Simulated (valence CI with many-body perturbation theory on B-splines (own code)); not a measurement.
Pb9+: one-electron terms

Method: valence CI with perturbative core correlation (CI+MBPT): five valence electrons over a frozen Dirac-Fock core [Xe] 4f14, radial functions for each j: 7 s, 7 p, 8 d, 6 f, 4 g, 1 h, with the one-electron correlation potential Σ1 (screened to all orders), the two-electron term Σ2, the three-electron term Σ3, Breit, model QED; selected single and double excitations, second order for the rest, scaled by the run's own slope (own B-spline code, finite nucleus).

No measured levels were compared; by estimate terms of the open shell hold to 2 to 4 % of their energy, and close levels can change places. Core correlation moves these levels by up to 17000 cm⁻¹, and in measured spectra 5 to 20 % of such shifts remained as error; rates that hang on mixing are uncertain with them. Among the levels kept, up to 940 cm⁻¹ of a level comes from second order outside the variational space, and about a tenth of that is noise between levels of different J, which matters for small intervals. Only levels of the ground parity were solved; by the run's estimate the other parity begins above the list, which can be wrong where configurations are misplaced.

These are the spectroscopic orbitals of the CI (the correlating ones are not listed), shaped by the core and the other valence electrons. h is the expectation value of the core's Dirac-Fock operator, without the valence repulsion; Σ1 is computed up to l = 3 at one energy for each symmetry, that of its lowest orbital but kept below the first core excitation, so for empty shells it is not the orbital's own correlation shift; Breit and QED include the response of the core.

```csv
Orbital,h (hartree),Σ1 (cm⁻¹),Breit (cm⁻¹),QED (cm⁻¹),⟨r⟩ (bohr)
6s1/2,-6.9124,-11134,601,608,1.711
7s1/2,-4.1719,-3407,252,250,2.916
8s1/2,-2.8179,-1649,137,137,4.381
6p1/2,-6.2301,-8592,833,12.1,1.867
7p1/2,-3.8527,-3111,399,6.1,3.111
8p1/2,-2.6334,-1558,220,3.5,4.650
6p3/2,-5.9081,-6720,391,49.5,1.982
7p3/2,-3.6979,-2588,195,24.8,3.249
8p3/2,-2.546,-1329,125,14.1,4.817
5d3/2,-8.9531,-15367,718,-217,1.108
6d3/2,-4.869,-4049,241,-44.7,2.304
7d3/2,-3.167,-1854,124,-21.5,3.719
5d5/2,-8.8009,-14342,231,-140,1.133
6d5/2,-4.81,-3956,111,-25.2,2.337
7d5/2,-3.1367,-1832,61.1,-11.8,3.758
5f5/2,-5.8238,-14721,-115,-74.1,1.623
6f5/2,-3.624,-4733,-37.9,-31.9,3.019
5f7/2,-5.8025,-13535,-210,-62.5,1.632
6f7/2,-3.6119,-4391,-83.5,-26.4,3.032
5g7/2,-3.73,,-20.8,-4.8,2.598
5g9/2,-3.7318,,-22.8,-4.4,2.596
```

Among the shells of the start configuration 5d5, Σ1 is largest in size for 5d3/2, where it is 0.78 % of h.

Lowest root of each symmetry, sizes in configuration state functions:

| J | Parity | Roots | Reference | Variational | Second order | Change by selected CI (cm⁻¹) | Change by second order (cm⁻¹) |
| --- | --- | --- | --- | --- | --- | --- | --- |
| 1/2 | even | 8 | 13 | 33125 | 1623437 | -15114 | -78 |
| 3/2 | even | 11 | 19 | 29612 | 3467706 | -14622 | -215 |
| 5/2 | even | 14 | 24 | 28999 | 4194045 | -11368 | -235 |
| 7/2 | even | 12 | 20 | 28206 | 4879429 | -13647 | -444 |
| 9/2 | even | 8 | 14 | 27856 | 3903102 | -13502 | -423 |
| 11/2 | even | 5 | 7 | 28635 | 4340413 | -13384 | -237 |
| 13/2 | even | 2 | 3 | 28252 | 2347018 | -13407 | -136 |
